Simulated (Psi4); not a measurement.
C₂H₃O₂, doublet, at a GFN2-xTB geometry; M06-2X/def2-SV(P) (Psi4).

Psi4 was given this input:
```
memory 2 GB

molecule mol {
0 2
  C     0.047659    0.082433   -0.051182
  O     0.272140    1.158506   -0.578460
  O    -1.156745   -0.201742    0.493676
  H    -1.749413    0.557359    0.387736
  C     0.980188   -0.988971    0.064329
  H     0.690192   -1.902860    0.547326
  H     1.968976   -0.869389   -0.335668
}

set basis def2-sv(p)
set reference uks
set diis_max_vecs 3

energy('m06-2x')
print_variables()
```

It wrote (shortened):

```
   => Loading Basis Set <=

    Name: DEF2-SV(P)
    Role: ORBITAL
    Keyword: BASIS

         ---------------------------------------------------------
                                   SCF
               by Justin Turney, Rob Parrish, Andy Simmonett
                          and Daniel G. A. Smith
                              UKS Reference
         ---------------------------------------------------------

  ==> Geometry <==

    Molecular point group: c1
    Full point group: C1

    Geometry (in Angstrom), charge = 0, multiplicity = 2:

       Center              X                  Y                   Z               Mass
    ------------   -----------------  -----------------  -----------------  -----------------
         C            0.062878340706     0.045277295365    -0.041111990018    12.000000000000
         O            0.287359340706     1.121350295365    -0.568389990018    15.994914619570
         O           -1.141525659294    -0.238897704635     0.503746009982    15.994914619570
         H           -1.734193659294     0.520203295365     0.397806009982     1.007825032230
         C            0.995407340706    -1.026126704635     0.074399009982    12.000000000000
         H            0.705411340706    -1.940015704635     0.557396009982     1.007825032230
         H            1.984195340706    -0.906544704635    -0.325597990018     1.007825032230

  Running in c1 symmetry.

  Rotational constants: A =      0.39232  B =      0.35788  C =      0.18716 [cm^-1]
  Rotational constants: A =  11761.57031  B =  10728.95006  C =   5610.77727 [MHz]
  Nuclear repulsion =  113.963200291118923

  Charge       = 0
  Multiplicity = 2
  Electrons    = 31
  Nalpha       = 16
  Nbeta        = 15

  ==> Algorithm <==

  SCF Algorithm Type is DF.
  DIIS enabled.
  MOM disabled.
  Fractional occupation disabled.
  Guess Type is SAD.
  Energy threshold   = 1.00e-06
  Density threshold  = 1.00e-06
  Integral threshold = 1.00e-12

  ==> Primary Basis <==

  Basis Set: DEF2-SV(P)
    Blend: DEF2-SV(P)
    Number of shells: 30
    Number of basis functions: 62
    Number of Cartesian functions: 66
    Spherical Harmonics?: true
    Max angular momentum: 2

  ==> DFT Potential <==

   => LibXC <=

    Version 7.1.2
    S. Lehtola, C. Steigemann, M. J. T. Oliveira, and M. A. L. Marques,  SoftwareX 7, 1–5 (2018) (10.1016/j.softx.2017.11.002)

   => Composite Functional: M06-2X <=

    Hybrid M06-2X Meta-GGA XC Functional  (10.1007/s00214-007-0310-x)
    Y. Zhao and D. G. Truhlar,  Theor. Chem. Acc., 120, 215, 2008

    Deriv               =              1
    GGA                 =           TRUE
    Meta                =           TRUE

    Exchange Hybrid     =           TRUE
    MP2 Hybrid          =          FALSE

   => Exchange Functionals <=

    1.0000   XC_HYB_MGGA_X_M06_2X

   => Exact (HF) Exchange <=

    0.5400               HF

   => Correlation Functionals <=

    1.0000   XC_MGGA_C_M06_2X

   => LibXC Density Thresholds  <==

    XC_MGGA_C_M06_2X:  1.00E-12
    XC_HYB_MGGA_X_M06_2X:  1.00E-15

   => Molecular Quadrature <=

    Radial Scheme          =       TREUTLER
    Pruning Scheme         =           NONE
    Nuclear Scheme         =       TREUTLER

    Blocking Scheme        =         OCTREE
    BS radius alpha        =              1
    Pruning alpha          =              1
    Radial Points          =             75
    Spherical Points       =            302
    Total Points           =         150931
    Total Blocks           =           1194
    Max Points             =            256
    Max Functions          =             61
    Weights Tolerance      =       1.00E-15

   => Loading Basis Set <=

    Name: (DEF2-SV(P) AUX)
    Role: JKFIT
    Keyword: DF_BASIS_SCF

  ==> Integral Setup <==

  SCF_SUBTYPE=INCORE selected. In-core MEM_DF algorithm will be used.
  Using in-core AOs.

  ==> MemDFJK: Density-Fitted J/K Matrices <==

    J tasked:                   Yes
    K tasked:                   Yes
[...]
   @DF-UKS iter   1:  -227.98740736588519   -4.12161e-01   9.49770e-03 ADIIS/DIIS
   @DF-UKS iter   2:  -227.98524466016838    2.16271e-03   1.03702e-02 ADIIS/DIIS
   @DF-UKS iter   3:  -228.13050144496816   -1.45257e-01   1.99947e-03 ADIIS/DIIS
   @DF-UKS iter   4:  -228.13693450590549   -6.43306e-03   5.79669e-04 ADIIS/DIIS
   @DF-UKS iter   5:  -228.13748958647551   -5.55081e-04   2.45895e-04 ADIIS/DIIS
   @DF-UKS iter   6:  -228.13761688676630   -1.27300e-04   8.47120e-05 DIIS
   @DF-UKS iter   7:  -228.13765713801803   -4.02513e-05   5.18560e-05 DIIS
   @DF-UKS iter   8:  -228.13766407663189   -6.93861e-06   6.23251e-05 DIIS
   @DF-UKS iter   9:  -228.13767098150029   -6.90487e-06   2.24795e-05 DIIS
   @DF-UKS iter  10:  -228.13767256572484   -1.58422e-06   1.55291e-05 DIIS
   @DF-UKS iter  11:  -228.13767328584660   -7.20122e-07   7.58270e-06 DIIS
   @DF-UKS iter  12:  -228.13767397287083   -6.87024e-07   5.82763e-06 DIIS
   @DF-UKS iter  13:  -228.13767404750672   -7.46359e-08   7.01244e-06 DIIS
   @DF-UKS iter  14:  -228.13767417466673   -1.27160e-07   2.18517e-06 DIIS
   @DF-UKS iter  15:  -228.13767417638465   -1.71792e-09   1.62996e-06 DIIS
   @DF-UKS iter  16:  -228.13767418807140   -1.16868e-08   6.79495e-07 DIIS
  Energy and wave function converged.

  ==> Post-Iterations <==

   Electrons on quadrature grid:
      Nalpha   =   15.9999969361 ; deviation = -3.064e-06
      Nbeta    =   14.9999976904 ; deviation = -2.310e-06
      Ntotal   =   30.9999946265 ; deviation = -5.373e-06

   @Spin Contamination Metric:   1.149128637E-02
   @S^2 Expected:                7.500000000E-01
   @S^2 Observed:                7.614912864E-01
   @S   Expected:                5.000000000E-01
   @S   Observed:                5.000000000E-01

    Orbital Energies [Eh]
    ---------------------

    Alpha Occupied:

[...]
      16A     -0.322402

    Alpha Virtual:

[...]
      62A      3.650846

    Beta Occupied:

[...]
    Beta Virtual:

[...]
    Final Occupation by Irrep:
              A
    DOCC [    15 ]
    SOCC [     1 ]
    NA   [    16 ]
    NB   [    15 ]

  @DF-UKS Final Energy:  -228.13767418807140

   => Energetics <=

    Nuclear Repulsion Energy =            113.9632002911189232
    One-Electron Energy =                -536.6478533356828393
    Two-Electron Energy =                 208.5198842675671074
    DFT Exchange-Correlation Energy =     -13.9729054110745992
    Empirical Dispersion Energy =           0.0000000000000000
    VV10 Nonlocal Energy =                  0.0000000000000000
    Total Energy =                       -228.1376741880714007

  UHF NO Occupations:
  HONO-2 :   14  A 1.9991200
  HONO-1 :   15  A 1.9960249
  HONO-0 :   16  A 1.0000000
  LUNO+0 :   17  A 0.0039751
  LUNO+1 :   18  A 0.0008800
  LUNO+2 :   19  A 0.0004841
  LUNO+3 :   20  A 0.0003521

Computation Completed

Properties will be evaluated at   0.000000,   0.000000,   0.000000 [a0]

Properties computed using the SCF density matrix

 Multipole Moments:

 ------------------------------------------------------------------------------------
     Multipole            Electronic (a.u.)      Nuclear  (a.u.)        Total (a.u.)
 ------------------------------------------------------------------------------------

 L = 1.  Multiply by 2.5417464519 to convert [e a0] to [Debye]
 Dipole X            :         -0.9948424            0.8915663           -0.1032762
 Dipole Y            :          1.5845798           -2.1766486           -0.5920689
 Dipole Z            :         -0.3069761            0.5899239            0.2829478
 Magnitude           :                                                    0.6642823

 ------------------------------------------------------------------------------------

  Variable Map:
  ----------------------------------------------------------------------------
[...]
  Array Variable Map:
  ----------------------------------------------------------------------------
[...]
[...]
```
